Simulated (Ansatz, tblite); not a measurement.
Cost and result up the ladder for Cu₁₃Cl₂ (relaxed from a model of Cu13(Cl)2, whose bonding it doesn't keep) (15 atoms). The state is a doublet with charge 0. Geometry: r2SCAN-D4/def2-SVP.

```xyz
15

Cu    0.053   -0.154   -0.201
Cu   -2.137   -1.034   -0.222
Cu   -0.690   -0.944    1.947
Cu    0.803    0.654   -2.327
Cu    2.280    0.621   -0.322
Cu    1.644   -1.491   -1.336
Cu   -0.150   -2.541   -0.127
Cu    0.240    2.246   -0.257
Cu   -1.572    1.196    0.921
Cu    0.855    0.889    1.798
Cu    1.527   -1.399    1.161
Cu   -1.425    1.107   -1.543
Cu   -0.713   -1.209   -2.178
Cl   -3.102   -0.564    1.837
Cl    2.386    2.624    0.850
```

Ansatz on 2 threads of AMD EPYC 7R13 on a shared host and a share (18 GiB) of an NVIDIA H100 80GB HBM3; xTB runs through tblite on one thread. Times are rough, summed over both states, and most runs start from the orbitals of an earlier one. No level here is sound enough to serve as a yardstick. The other state is a triplet.

The xTB rows come from tblite. Single mean-field runs in def2-TZVP are fitted with def2-universal-jkfit. No other spin state of charge 0 was run. At BLYP-D4/def2-TZVP a singlet of charge 1 lies 0.08 eV below the triplet at the same geometry.

Run but left out: PBE0-D4/def2-TZVP (doublet: ⟨S²⟩ 1.08, where a pure state has 0.75).

Raw xTB energies of ions are shifted by several eV, and xTB has no spin-polarisation term.

```json
{"level": "GFN1-xTB", "functions": "135", "wall time": "0.14 s", "vertical IE (eV)": "13.34", "remarks": "–"}
{"level": "GFN2-xTB", "functions": "135", "wall time": "0.31 s", "vertical IE (eV)": "9.40", "remarks": "–"}
{"level": "BLYP-D4/def2-TZVP", "functions": "659", "wall time": "30 s", "vertical IE (eV)": "5.89", "remarks": "lower spin may lie lower (+1 triplet)"}
{"level": "PBE-D4/def2-TZVP (with forces)", "functions": "659", "wall time": "34 s", "vertical IE (eV)": "5.97", "remarks": "–"}
```
